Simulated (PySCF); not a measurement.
Ga(Me)2(Cl) (C2H6ClGa), SMILES [CH3][Ga]([CH3])[Cl].

The structure is a stationary point at B3LYP-D3(BJ)/def2-SVP. The isomer is the one that the SMILES or the coordinates give; other isomers of the formula were not compared.

These are PySCF 2.14.0 with C-PCM-B3LYP/def2-SVP values and carry that method's errors.

The values are the electrostatic part of the solvation free energy, E(continuum) − E(gas) at the gas-phase geometry, in a cavity of scaled van der Waals radii (PySCF's table); cavitation and dispersion terms are not included. A continuum can't describe solvent molecules that bind to the metal. In vacuum the orbital gap is 6.35 eV. The dipole moment in vacuum is 2.64 D.

Computed values in water (ε = 78.36), acetone (ε = 20.49), methanol (ε = 32.61):
```tsv
solvent	ε	ΔG(elec) (kcal/mol)	dipole (D)	gap (eV)
water	78.36	-4.4	3.43	6.66
acetone	20.49	-4.2	3.39	6.65
methanol	32.61	-4.3	3.41	6.66
```
